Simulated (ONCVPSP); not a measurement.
Varying the ONCV potential for S (Z = 16)

Base potential:

```json
{
 "Element": "S",
 "Generator": "ONCVPSP 4.0.1",
 "Type": "optimised norm-conserving Vanderbilt (ONCV)",
 "Functional": "PBE",
 "Relativity": "scalar-relativistic",
 "Frozen core": "[Ne]",
 "Valence charge": "6",
 "Reference configuration": "3s1 3p5",
 "Partial waves": "3s: rc 1.45 bohr, ncon 4, nbas 8, qcut 3.8 1/bohr, 2 projectors, debl 3.8 Ha; 3p: rc 1.10 bohr, ncon 4, nbas 7, qcut 8.8 1/bohr, 2 projectors, debl 1.5 Ha",
 "Local potential": "polynomial inside 0.85 bohr (lpopt 3, dvloc0 0 Ha)",
 "Core correction": "none"
}
```

Cutoffs, loose and tight: the cutoffs (Ha) at which the residual kinetic energy of the hardest occupied pseudo-wave falls to 1 and 0.1 mHa per electron. They do not see the model core or the augmentation charge, which bear on the density cutoff. Test errors are all-electron minus pseudo excitation energies from the reference, over the configurations 3s2 3p4; 3s2 3p3; 3s2 3p2; 3s2 3p0. A dash means not determined; rows that change the core or the reference have their own tests.

A true bound ghost makes a file unfit for plane-wave use even where its test errors are small: the radial tests pick states by their node count and pass the ghost by.

| change | outcome | cutoff, loose | cutoff, tight | bound ghosts | GHOST(+) flags above zero | largest test error (meV) |
| --- | --- | --- | --- | --- | --- | --- |
| base | generated | 61 Ha | 114 Ha | p | s | +116 |
| s: nbas 7 | generated | 44 Ha | 114 Ha | p | s | +96 |
| p: qcut 12.3 | generated | 61 Ha | 81 Ha | p | s | +146 |
| p: rc 1.36 | generated | 61 Ha | 81 Ha | none | s | +183 |
| local potential polynomial inside 1.10 bohr (lpopt 5, dvloc0 2 Ha) | generated | 61 Ha | 114 Ha | p | s | +116 |
| all radii scaled by about 0.78 (s 1.14, p 0.86 bohr); local potential polynomial inside 0.66 bohr (lpopt 3, dvloc0 0 Ha) | failed: optimize: ERROR ps0norm > uunorm, code will stop | – | – | – | – | – |
